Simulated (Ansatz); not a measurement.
`[SiH3][Ga]1[O][SiH2][S]1` + `O[SiH2]F` → `F[SiH2]O[SiH3]` + `[O]1[SiH2][S][GaH]1` at 400 K and 1 bar (cleavage of the Si–Ga bond).

Calculated with Ansatz (gas phase, PBE0-D4/def2-TZVP geometries, no zero-point term in ΔE). CCSD(T)/CBS is the MP2 limit (def2-TZVPP, def2-QZVPP) plus CCSD(T) − MP2 in def2-TZVPP, frozen cores. For Ga outer-core shells are correlated without core-valence functions, which leaves a few kJ/mol of doubt a bond. Scalar relativity is left out up to krypton. Each species was taken in one conformer, which may not be the lowest.

| species | CCSD(T)/CBS energy (Eh) | H − E (kJ/mol) | S (J/(mol·K)) |
| --- | --- | --- | --- |
| `[SiH3][Ga]1[O][SiH2][S]1` | -2978.18639 | 166.4 | 438.5 |
| `O[SiH2]F` | -465.96250 | 110.6 | 296.9 |
| `F[SiH2]O[SiH3]` | -756.28164 | 162.6 | 380.8 |
| `[O]1[SiH2][S][GaH]1` | -2687.89394 | 107.6 | 347.4 |

H − E and S are ideal-gas, rigid-rotor, harmonic terms from PBE0-D4/def2-TZVP, for one conformer and one mirror image of each species. 1 Eh = 2625.50 kJ/mol, R = 8.31446 J/(mol·K).

Task: By hand: ΔE, ΔH, ΔS and ΔG.

Result: ΔE = (-756.28164) + (-2687.89394) − (-2978.18639) − (-465.96250) = -0.02669 Eh = -70.1 kJ/mol. Δ(H − E) = 162.6 + 107.6 − 166.4 − 110.6 = -6.8, so ΔH = -76.9 kJ/mol. ΔS = 380.8 + 347.4 − 438.5 − 296.9 = -7.2 J/(mol·K). ΔG = -76.9 − 400 × (-7.2)/1000 = -74.0 kJ/mol.

Task: By hand: the equilibrium constant, and the temperature at which ΔG would vanish if ΔH and ΔS stayed fixed.

Result: log₁₀ K = −ΔG/(RT ln 10) = 9.7. ΔG = 0 at ΔH/ΔS = 10681 K, far beyond where these terms or the molecules hold.

The number of gas molecules stays the same, so ΔS is small and ΔH decides. A doubt of 5 kJ/mol in ΔE shifts log₁₀ K by 0.7 here. Other conformers and mirror images would add mixing entropy, several J/(mol·K) or more a flexible species. Modes under 60 cm⁻¹, often nearly free rotors, make the harmonic entropy too high. These are equilibria of isolated gas molecules and say nothing of rates. Largest T1 diagnostic: 0.015 (customary marks: 0.02 for closed shells, 0.045 for open ones).
